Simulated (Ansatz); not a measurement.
Input (CCSDT(Q)/cc-pV(T+d)Z; Ansatz, an electronic-structure program): A basis named .json is the Basis Set Exchange file of that set.

Ansatz 0.2 input:
```yaml
crystal:
  periodic: [false, false, false]
  atoms:
    - {symbol: Al, position_ang: [-0.29779769, -0.20278335, -0.23156082]}
    - {symbol: H, position_ang: [-1.37797281, -0.93832139, -1.07148083]}
    - {symbol: F, position_ang: [-0.23209573, 1.43950868, -0.18640750]}
    - {symbol: F, position_ang: [0.81535604, -1.04234147, 0.63993767]}
basis:
  gaussian:
    orbitals: cc-pV_T+d_Z.json
magnetization: {spin_polarized: false}
correlation: {method: ccsdt_q, electrons: outside_noble_gas}
```

Output:

```
Functional definition: HF
integrals: 0.24 GiB planned
1431 factors; integrals over basis functions are off by at most 2.4e-7 eV
mean field: 0.46 GiB planned
mean field evaluation 1: about -12014.2087 eV, gradient 4.1e1 eV
mean field evaluation 2: about -12014.2124 eV, gradient 4.1e1 eV
mean field evaluation 4: about -12017.0954 eV, gradient 1.7e0 eV
mean field evaluation 8: about -12017.1103 eV, gradient 6.3e-2 eV
mean field evaluation 16: about -12017.1042 eV, gradient 3.3e-1 eV
mean field -12017.11035931 eV, -441.6206602147 hartree, gradient 4.4e-6 eV, S^2 0.000000; 0 other end points of the search recorded, 0 dependent functions left out
7 core orbitals not correlated
reference -12017.11035931 eV, -441.6206602147 hartree; 9, 9 occupied and 97, 97 virtual orbitals, 1431 factors
second order -15.94878049 eV of doubles, -0.00000000 eV of singles
coupled cluster: 5.50 GiB planned
cycle   1  -15.69016032 eV  change    2.6e-1 eV  update   9.8e-2
cycle   2  -16.25279134 eV  change   -5.6e-1 eV  update   5.2e-2
cycle   3  -16.58369951 eV  change   -3.3e-1 eV  update   1.9e-2
cycle   4  -16.54247116 eV  change    4.1e-2 eV  update   6.8e-3
cycle   5  -16.51523120 eV  change    2.7e-2 eV  update   3.4e-3
cycle   6  -16.51787775 eV  change   -2.6e-3 eV  update   1.4e-3
cycle   7  -16.52095784 eV  change   -3.1e-3 eV  update   4.1e-4
cycle   8  -16.52147527 eV  change   -5.2e-4 eV  update   2.0e-4
cycle   9  -16.52108642 eV  change    3.9e-4 eV  update   5.3e-5
cycle  10  -16.52107633 eV  change    1.0e-5 eV  update   2.7e-5
cycle  11  -16.52098746 eV  change    8.9e-5 eV  update   1.0e-5
cycle  12  -16.52098088 eV  change    6.6e-6 eV  update   4.1e-6
cycle  13  -16.52098149 eV  change   -6.1e-7 eV  update   1.7e-6
perturbative correction -0.01644953 eV, -0.0006045091 hartree
Total energy: -12033.64779033 eV, -442.2283995953 hartree
```
